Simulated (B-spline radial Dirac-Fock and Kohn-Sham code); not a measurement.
## Scattering functions of Bi⁷⁶⁺

System: bismuth as Bi⁷⁶⁺ in the configuration [He] 2s2 2p3.

Input of the calculation (task.json; shells as n, l, electrons):

```json
{"items": [{
  "Z": 83,
  "q": 76,
  "cfg": [[1, 0, 2], [2, 0, 2], [2, 1, 3]],
  "A": 209,
  "rrms": 5.5211,
  "do": ["scatter"],
  "s": [0.0, 0.1, 0.12, 0.14, 0.17, 0.2, 0.23, 0.28, 0.33, 0.39, 0.46, 0.54, 0.64, 0.76, 0.9, 1.07, 1.26, 1.5, 1.77, 2.1, 2.49, 2.95, 3.49],
  "pz": [0, 0.1, 0.2, 0.3, 0.4, 0.5, 0.6, 0.8, 1.0, 1.2, 1.4, 1.6, 1.8, 2.0, 2.5, 3.0, 4.0, 5.0, 7.0, 10.0, 15.0, 20.0, 30.0, 40.0, 60.0, 100.0],
  "hv_scatter": [5000, 10000, 17479.3, 20000, 30000, 50000, 200000, 500000]
}]}
```

Launch: `python xray_run.py task.json out`

Method: relativistic Hartree-Fock (Dirac-Fock) wave functions, averaged over the configuration. Computed with a radial atomic solver. f₀ is the Fourier transform of the spherical electron density, S the Waller-Hartree incoherent function, and s = sin θ/λ.

| s (Å⁻¹) | f₀ | S |
| --- | --- | --- |
| 0 | 7.000 | 0.000 |
| 0.1 | 6.998 | 0.002 |
| 0.12 | 6.998 | 0.003 |
| 0.14 | 6.997 | 0.004 |
| 0.17 | 6.995 | 0.007 |
| 0.2 | 6.993 | 0.009 |
| 0.23 | 6.991 | 0.012 |
| 0.28 | 6.987 | 0.018 |
| 0.33 | 6.982 | 0.025 |
| 0.39 | 6.975 | 0.035 |
| 0.46 | 6.965 | 0.048 |
| 0.54 | 6.951 | 0.066 |
| 0.64 | 6.932 | 0.093 |
| 0.76 | 6.904 | 0.130 |
| 0.9 | 6.866 | 0.182 |
| 1.07 | 6.812 | 0.255 |
| 1.26 | 6.741 | 0.349 |
| 1.5 | 6.637 | 0.487 |
| 1.77 | 6.503 | 0.664 |
| 2.1 | 6.315 | 0.906 |
| 2.49 | 6.066 | 1.221 |
| 2.95 | 5.742 | 1.618 |
| 3.49 | 5.335 | 2.098 |

f₀ starts at the number of electrons, 7. The sum of ⟨r²⟩ over the electrons is 0.02276 bohr².
